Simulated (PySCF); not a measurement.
## SbH and its ions

UHF-MP2; PySCF, scalar-relativistic core potentials, basis sets Sb def2-TZVPPD with ECP28, H def2-TZVPPD. Neutral (UHF): triplet (π ↑↑), Re = 1.694 Å, ωe = 2004 cm⁻¹, De = 2.29 eV.

SbH⁺ (UHF): doublet (π ↑), Re = 1.689 Å, ωe = 2076 cm⁻¹, De = 2.51 eV to Sb⁺ + H. The energies at the minima are -240.14739 hartree for SbH and -239.82093 for SbH⁺.

(1) Work out the adiabatic ionisation energy, without and with harmonic zero-point energies (1 hartree = 27.2114 eV, 1 eV = 8065.5 cm⁻¹), and the change of the bond length.

SbH⁻ (UHF): doublet (π ↑), Re = 1.708 Å, ωe = 1909 cm⁻¹. The energies at the minima are -240.14739 hartree for SbH and -240.17811 for SbH⁻.

(2) Work out the adiabatic electron affinity, without and with harmonic zero-point energies (1 hartree = 27.2114 eV, 1 eV = 8065.5 cm⁻¹), and the change of the bond length.

Correlated steps freeze 4 core orbitals. These are scalar-relativistic numbers at best; spin–orbit coupling would shift them, the dissociation energy most. For an ion De counts to the pair picked by the measured ionisation energies or electron affinities, which need not be the lowest pair at this level. States were picked by a PBE0 search and need not be the measured ground states.

Answers

(1) At UHF-MP2: 0.32646 hartree = 8.883 eV between the minima; the zero-point term (2076.0 − 2004.0)/2 cm⁻¹ = +0.004 eV makes it 8.888 eV. Re changes by -0.5 pm against the neutral. The electron leaves a π orbital, which is non-bonding in a hydride.

(2) At UHF-MP2: 0.03072 hartree = 0.836 eV between the minima; the zero-point term (2004.0 − 1909.0)/2 cm⁻¹ = +0.006 eV makes it 0.842 eV. Re changes by +1.4 pm against the neutral. The electron enters a π orbital, which is non-bonding in a hydride.
